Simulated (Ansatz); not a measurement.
CCSD(T) forces

CH2OSSi, singlet, at a frame of a short PBE0-D4/def2-SVP trajectory.

| atom | x (Å) | y (Å) | z (Å) |
| --- | --- | --- | --- |
| O1 | 0.8461 | -0.3466 | -1.6346 |
| S2 | 1.3158 | 0.3237 | -0.2077 |
| C3 | 0.0133 | 0.4245 | 0.6892 |
| Si4 | -1.5732 | 0.6006 | 1.2778 |
| H5 | 1.6396 | -0.5198 | -2.1651 |
| H6 | -1.3440 | -0.7997 | 1.9294 |

Computed with Ansatz 0.2.0 (basis: def2-TZVPP); correlated methods freeze the cores.

CCSD(T) forces from the calculation:
| atom | Fx | Fy | Fz (eV/Å) |
| --- | --- | --- | --- |
| O1 | -0.106 | -0.410 | -0.944 |
| S2 | -0.399 | 0.379 | 1.186 |
| C3 | 2.037 | -0.083 | -1.142 |
| Si4 | -1.215 | -0.400 | 0.863 |
| H5 | -0.095 | 0.061 | 0.182 |
| H6 | -0.223 | 0.454 | -0.145 |

Question: Which atom feels the largest CCSD(T) force, and how large is it?

Answer: C3, 2.34 eV/Å, along (0.87, -0.04, -0.49).

Root-mean-square difference of the force components from those of CCSD(T): PBE-D4 0.250; r2SCAN-D4 0.165; PBE0-D4 0.181; wB97M-V 0.176 eV/Å.

T1 diagnostic: at most 0.028. The T1 diagnostic is large here, which may signal multireference character or strong orbital relaxation, so CCSD(T) is less sure. These are differences at one structure, and CCSD(T) in triple zeta is itself an approximation.

For scale, one of the runs: CCSD(T)/def2-TZVPP forces, 174 basis functions, launched by `ansatz run in.yaml --threads 2 --pin off --events-out ev --progress --plain --max-ram 3481MiB`. Hardware: 2 CPU threads of an Arm Neoverse V2, shared host. Wall time 2.6 min; peak host memory 2.6 GiB.
